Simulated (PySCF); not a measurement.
**Computed structure and properties of [Nd(NH3)2]3+**

System: [Nd(NH3)2]3+ (singlet in the valence; each metal's 4f electrons, 3 of them, lie in its core potential, out of spins and levels); start: displaced along the imaginary mode (C1). Method: PySCF 2.14.0, RKS TPSS, Nd lcecp-1-SVP with ECP49, N def2-SVP, H def2-SVP; non-relativistic Hamiltonian with scalar-relativistic core potentials where named; density fitting; no spin-orbit coupling.

Input of the relaxation:

```python
mol = gto.M(atom='''
Nd    -0.03009    -0.04450     0.00000
N      0.12266     0.18143     2.52390
H      0.95075     0.67414     2.93338
H     -0.67584     0.67577     2.98590
H      0.13887    -0.73791     3.02691
N      0.12266     0.18143    -2.52390
H      0.95317    -0.26474    -2.97823
H     -0.67826    -0.26637    -3.03074
H      0.13887     1.14312    -2.93722''',
    basis={'Nd': 'lcecp-1-SVP', 'N': 'def2-SVP', 'H': 'def2-SVP'},
    ecp={'Nd': 'lcecp-1-SVP'},
    charge=3, spin=0)
mf = dft.RKS(mol, xc='TPSS')
mf.grids.atom_grid = (50, 194)  # f atoms: unpruned, at least (60, 302)
mf = mf.density_fit()  # fitting sets: Nd AutoAux, N def2-universal-JKFIT, H def2-universal-JKFIT
mf.conv_tol = 1e-08; mf.max_cycle = 55
mf.kernel(dm0)  # dm0: converged density of the start geometry
# quasi-Newton relaxation in Cartesian coordinates to a largest gradient under 0.00045 Eh/bohr, steps kept in the point group
```

Run from Python with OMP_NUM_THREADS=2; the lines above give its settings. Where DIIS fails, smearing, a level shift and second-order steps follow.
It took 86 s on 2 threads of Arm Neoverse V1 (shared host), from the converged density of the start.

Course of the relaxation:

| step | energy above end (eV) | largest force component within the symmetry (eV/Å) |
| --- | --- | --- |
| 0 | 0.4219 | 0.242 |
| 1 | 0.4063 | 0.274 |
| 2 | 0.3888 | 0.300 |
| 3 | 0.3692 | 0.318 |
| 4 | 0.3478 | 0.326 |
| 5 | 0.3252 | 0.324 |
| 6 | 0.3020 | 0.314 |
| 7 | 0.1855 | 0.150 |
| 13 | 0.0030 | 0.061 |
| 14 | 0.0008 | 0.063 |
| 15 | 0.0004 | 0.055 |
| 16 | 0.0002 | 0.019 |
| 17 | 0.0001 | 0.021 |
| 18 | 0.0000 | 0.010 |
(The steps between are left out.)

Relaxed geometry (C1):

```xyz
9

Nd   -0.6576   -0.9475    0.0001
N     0.1109    0.1641    2.0520
H     1.0024    0.7070    1.9829
H    -0.5552    0.8593    2.4648
H     0.2931   -0.4857    2.8534
N     0.1104    0.1637   -2.0523
H     1.0694   -0.1013   -2.3805
H    -0.4834   -0.0263   -2.8943
H     0.1527    1.2089   -2.0262
```

```json
{"contact": "Nd1–N2 (NH3)", "Å": "2.457"}
{"contact": "Nd1–N6 (NH3)", "Å": "2.457"}
```

On the finer grid (75, 302):

| Quantity | Value |
| --- | --- |
| HOMO | -24.10 eV |
| LUMO | -18.81 eV |
| Dipole about the centre of mass | 3.29 D |
| Set of Mulliken populations of Nd1 outside the core potential | s 2.13, p 6.08, d 0.67, f 0.03 |
| D3(BJ) dispersion energy (not in the energies) | -0.177 eV |

| atom | Mulliken (e) | Löwdin (e) | spin (e) |
| --- | --- | --- | --- |
| Nd1 | 2.09 | 1.91 | 0.00 |
| N2 | -0.33 | 0.01 | 0.00 |
| H3 | 0.26 | 0.18 | 0.00 |
| H4 | 0.26 | 0.18 | 0.00 |
| H5 | 0.27 | 0.18 | 0.00 |
| N6 | -0.33 | 0.01 | 0.00 |
| H7 | 0.26 | 0.18 | 0.00 |
| H8 | 0.27 | 0.18 | 0.00 |
| H9 | 0.26 | 0.18 | 0.00 |

The 4f levels lie in the core potential and are missing. Their spin isn't counted.

No frequency check is given for this geometry.

Taking off one NH3 (charge 0, singlet; the rest: singlet) in vacuum, both parts rigid, costs 4.48 eV; the small basis without counterpoise inflates it. Parting with an electron moved from the ligand to the metal can be far cheaper, even downhill.

Rigid scan of NH3 along the line from its metal:

| distance to N2 (Å) | energy (eV) |
| --- | --- |
| 2.16 | 0.493 |
| 2.26 | 0.191 |
| 2.36 | 0.042 |
| 2.46 | 0.000 |
| 2.56 | 0.032 |
| 2.66 | 0.115 |
| 2.86 | 0.364 |

One start shape was tried, so this needn't be the lowest isomer.

An lcecp potential fixes the number of 4f electrons, so in runs with it no electron can move into or out of that shell.
